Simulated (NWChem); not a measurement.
A series in which one site is exchanged, each optimised at PBE0/def2-SVP with NWChem, gas phase unless a solvent is named. Some are not confirmed as minima by frequencies. def2 effective core potentials on Zr, Hf; no spin-orbit coupling.

A: [Ge]([Cl])([F])([Cl])[F] (GeCl$_{2}$F$_{2}$; site = Ge)
B: [Si](Cl)(F)(Cl)F (SiCl2F2; site = Si)
C: [F][Zr]([F])([Cl])[Cl] (ZrCl2F2; site = Zr)
D: [F][Hf]([F])([Cl])[Cl] (HfCl2F2; site = Hf)

Rank them by static polarisability, CAM-B3LYP/def2-SVPD (bohr³), lowest first.

B (48.7), A (54.0), D (63.2), C (64.5)
